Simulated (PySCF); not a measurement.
29Si chemical shifts

Fast rotation and ring inversion assumed for equivalent nuclei, one conformer, no solvent model, non-relativistic. NMR shieldings at PBE0/pcSseg-1/GIAO; GFN2-xTB structure; PySCF 2.14.0 with density-fitted response routines.

Shieldings were converted by a linear fit to measured shifts: 29Si: δ = 279.94 − 0.822σ (rms 8.9 ppm, 72 shifts, 25.8 ppm with the 6 outliers that the fit left out vs TMS, solution or neat liquid). A few per cent of atoms miss by over 2 rms, more outside the fitted compound classes.

Q: Give the 29Si shifts of `C=CC[Si@@H](O)NC`, `C=CC[Si@H](O)N[SiH](N)N`, `O=C(Cl)c1ccccc1[SiH3]`, `C=CCN(C)[SiH2]O`.

A: 
```
                                                          compound                        environment  δ (ppm)
                                                  C=CC[Si@@H](O)NC       silicon bonded to C, N, O, H    -30.0
[CH2:1]=[CH:2][CH2:3][Si@H:4]([OH:5])[NH:6][SiH:7]([NH2:8])[NH2:9]  Si4: silicon bonded to C, N, O, H    -17.7
[CH2:1]=[CH:2][CH2:3][Si@H:4]([OH:5])[NH:6][SiH:7]([NH2:8])[NH2:9]      Si7: silicon bonded to 3 N, H    -34.2
                                             O=C(Cl)c1ccccc1[SiH3]           silicon bonded to C, 3 H    -62.4
                                                   C=CCN(C)[SiH2]O        silicon bonded to N, O, 2 H    -32.0
```
